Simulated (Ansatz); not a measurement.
A rate constant, worked out

An elementary step of GeH$_{4}$SO, singlet (GeH₄SO ([OH][GeH2][SH]) → GeH₂O ([O][GeH2]) + H₂S (still joined by a long Ge–S bond); Ge–S, O–H broken or loosened, S–H formed or tightened). The start structure is the reactant molecule, and the electronic barrier above it is 2.514 eV by CCSD(T) at an estimated basis limit (MP2 extrapolated from triple and quadruple zeta, plus CCSD(T) − MP2 in triple zeta). Program: Ansatz 0.2.0. Basis: def2-TZVPP and def2-QZVPP. Cores are frozen in the correlated methods. Filled d shells of the heavier atoms are correlated. The def2 sets are not built for correlating such inner shells, so the correlated values are less sure here. Extrapolation: Hartree–Fock as exp(−7.88 √X), correlation as X^−2.97. Harmonic wavenumbers at PBE0-D4/def2-TZVP (Ansatz 0.2.0), in cm⁻¹:

Start: 161, 205, 274, 409, 474, 648, 706, 751, 807, 858, 947, 2159, 2193, 2713, 3888.

Saddle: 380i, 192, 241, 381, 486, 529, 578, 688, 891, 917, 1179, 2007, 2105, 2117, 2718.

(1) Work out the transition-state-theory rate constant at 800 K from these numbers alone (harmonic vibrations; rotation, path degeneracy and anharmonicity left out), and the Wigner tunnelling factor. Use 1 cm⁻¹ = 1.2398 × 10⁻⁴ eV and k_B = 8.617 × 10⁻⁵ eV/K.

No T1 diagnostic of these runs exceeds 0.020.

Answers

(1) Zero-point energies, half the sums: start 17193/2 cm⁻¹ = 1.0658 eV; saddle, real modes only, 15029/2 cm⁻¹ = 0.9317 eV.
Barrier with zero-point energy: 2.514 + 0.9317 − 1.0658 = 2.3799 eV.
k_BT = 0.06894 eV, so the barrier is 34.52 k_BT.
Vibrational partition functions from the zero-point level, ln q = −Σ ln(1 − exp(−hν/k_BT)): start 6.470, saddle 5.431.
k = (k_BT/h) exp(ln q‡ − ln q) exp(−E0/k_BT), with log₁₀(k_BT/h in s⁻¹) = 13.22: log₁₀ k = 13.22 + (-1.039 − 34.52)/2.3026 = -2.22, so k ≈ 6 × 10^(-3) s⁻¹.
Wigner factor: 1 + (hν‡/k_BT)²/24 = 1 + (0.68)²/24 = 1.02. A change of 1 kcal/mol (0.043 eV) in the barrier would change k by a factor of 1.9 at this temperature.

Labels in which every atom is bracketed show which atoms are joined, not bond orders.

For scale, one of the runs: CCSD(T)/def2-TZVPP, 177 basis functions, launched by `ansatz run in.yaml --threads 2 --pin off --events-out ev --progress --plain --max-ram 4352MiB`. Time: 37 s of wall clock on 2 CPU threads of an Intel Xeon Platinum 8375C; the host was shared. Peak host memory: 1.6 GiB.
